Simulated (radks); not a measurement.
Task: These are the eigenvalues of the occupied orbitals of an atom or ion with whole-number occupations (Ry). Calculated with a radial shooting solver on a logarithmic mesh with Libxc functionals: non-relativistic Kohn-Sham, TPSS, spin-polarised, spherical densities, point nucleus; meta-GGA in the generalised Kohn-Sham scheme.

| orbital | eigenvalue |
|---|---|
| 1s down | -1570.201 |
| 1s up | -1570.200 |
| 2s up | -222.1206 |
| 2s down | -222.0930 |
| 2p up | -205.3847 |
| 2p down | -205.3639 |
| 3s up | -39.50117 |
| 3s down | -39.49025 |
| 3p up | -32.92384 |
| 3p down | -32.90863 |
| 3d up | -20.88947 |
| 3d down | -20.86153 |
| 4s up | -5.88800 |
| 4s down | -5.74234 |
| 4p up | -3.94728 |
| 4p down | -3.79146 |
| 4d up | -0.98855 |
| 4d down | -0.83358 |

Which element is it, and in what charge state? The configuration may be excited. Open shells, if any, are filled with parallel spins first.

Result: Z = 44, ruthenium, charge +1: Ru+ in [Kr] 4d7. The list shows which subshells hold electrons but not how many an open one holds; the 1s level, -785.1 hartree, gives Z - s = 39.6 by -(Z - s)^2/2, which with screening narrows Z to a few neighbours, and the depths of the outer levels then fix element, charge and occupations together.
